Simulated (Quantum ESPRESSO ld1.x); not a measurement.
Values are calculated unless marked as measured or tabulated.
Problem. The mean radii <r> (bohr) of the occupied orbitals of an atom or ion are listed with their occupations. Code: ld1.x of Quantum ESPRESSO 7.5. Model: non-relativistic Kohn-Sham, LDA (Slater exchange, VWN5 correlation), spin-polarised, spherical densities, point nucleus.

orbital  occ.      <r>
1s          2  0.03045
2s          2   0.1315
2p          6   0.1121
3s          2   0.3532
3p          6   0.3440
3d         10   0.3149
4s          2   0.8479
4p          6   0.8962
4d         10    1.063

Name the element and its charge. Open shells, if any, are filled with parallel spins first.

Solution. Z = 50, tin, charge +4: Sn4+ in [Kr] 4d10. The 1s radius gives Z: for a bare nucleus <r> = 1.5/Z, 0.03 bohr for Z = 50, and screening makes it slightly larger (0.03045 here). The occupations add up to 46, and the charge is Z minus that.
